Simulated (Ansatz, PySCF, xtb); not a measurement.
Positional isomers: isobutane boryl. Gas-phase values, no solvent. One relaxed conformer stands for each flexible species; it need not be the lowest. Strings in code marks are SMILES.

Quantity: electronic energy of isomers of C4H11B relative to `BCC(C)C`, in kJ/mol.

Level 1: frozen-core MP2/cc-pVTZ // PBE-D3(BJ)/def2-TZVP (Ansatz, a quantum-chemistry and plane-wave program)
Level 2: B3LYP/6-311+G** // PBE-D3(BJ)/def2-TZVP (PySCF)
Level 3: PBE/6-31G* // PBE-D3(BJ)/def2-TZVP (PySCF)
Level 4: GFN2-xTB (xtb)

```csv
species,level 1,level 2,level 3,level 4
`BC(C)(C)C`,4.76,13.83,8.79,10.78
```
